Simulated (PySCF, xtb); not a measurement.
C4H3Cl2F, SMILES C(/Cl)=C/C(F)=C\Cl. One conformer was computed; it need not be the lowest.

Harmonic wavenumbers (cm⁻¹) from GFN2-xTB (xtb) at its own minimum, in rising order: 39, 123, 161, 232, 291, 333, 416, 551, 666, 720, 740, 796, 820, 870, 906, 1137, 1195, 1252, 1319, 1606, 1618, 3072, 3090, 3096.

Q: What does PySCF with PBE0-D3(BJ)/def2-SVP give at its own minimum? (The exact figures need the calculation; the answer reports its results.)

A: 45, 136, 181, 253, 319, 364, 456, 618, 720, 746, 776, 807, 873, 967, 968, 1200, 1242, 1325, 1426, 1671, 1742, 3221, 3240, 3255. Paired by order, the mean absolute difference is 63 cm⁻¹ and the zero-point energies are 35.8 and 38.0 kcal/mol.
